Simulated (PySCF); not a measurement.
**`O=C(O)[C@@]1(F)CCOC1`, C$_{5}$H$_{7}$FO$_{3}$**

Cartesian coordinates in Å; atom numbers follow the order of the lines, from 1:
```xyz
16

O     2.0412   -1.1542    0.5720
C     1.7305   -0.2149   -0.1066
O     2.5938    0.6749   -0.5805
C     0.2935    0.1318   -0.4873
F     0.2930    0.6345   -1.7751
C    -0.6715   -1.0488   -0.3539
C    -1.8538   -0.4367    0.4068
O    -1.2802    0.5534    1.2354
C    -0.2960    1.1981    0.4775
H     3.5033    0.4424   -0.3312
H    -0.9478   -1.4395   -1.3301
H    -0.1909   -1.8305    0.2344
H    -2.5655    0.0214   -0.2950
H    -2.3760   -1.1446    1.0486
H     0.4411    1.6217    1.1611
H    -0.7223    2.0000   -0.1429
```

Computed, not measured: PySCF 2.14.0, GIAO revPBE/ANO-RCC-VDZP magnetisability, rotational g tensor and spin-rotation constants, non-relativistic, gas phase. Geometry: GFN2-xTB.

(1) Give the nuclear spin-rotation constants along the inertial axes (H = +C I·J) beside the isotropic shieldings.

Results:

(1) Rotational constants 2.7593, 1.3200, 1.2114 GHz. A star marks the isotopologue with that one atom substituted, in its own axes.
```tsv
atom	isotope	Caa (kHz)	Cbb (kHz)	Ccc (kHz)	mean (kHz)	σ (ppm)
F5	19F	2.011	1.072	0.806	1.296	344.3
H10	1H	0.102	-0.080	-0.158	-0.045	25.0
H11	1H	-0.307	-0.117	0.013	-0.137	29.8
H12	1H	-0.250	0.023	-0.110	-0.113	28.6
H13	1H	-0.146	0.024	-0.133	-0.085	27.7
H14	1H	-0.098	-0.004	-0.127	-0.076	27.4
H15	1H	-0.189	-0.124	0.024	-0.096	27.2
H16	1H	-0.271	0.049	-0.107	-0.110	27.7
O1	17O*	-1.184	-0.711	-0.196	-0.697	-63.5
C2	13C*	1.339	0.444	0.341	0.708	19.2
O3	17O*	-0.585	-0.351	-0.200	-0.379	133.8
C4	13C*	0.871	0.318	0.331	0.507	79.6
C6	13C*	0.471	0.259	0.200	0.310	145.6
C7	13C*	0.674	0.361	0.187	0.407	113.7
O8	17O*	-0.294	-0.209	-0.092	-0.198	258.0
C9	13C*	0.585	0.320	0.328	0.411	102.6
```
For the geometry as given, no vibrational averaging.
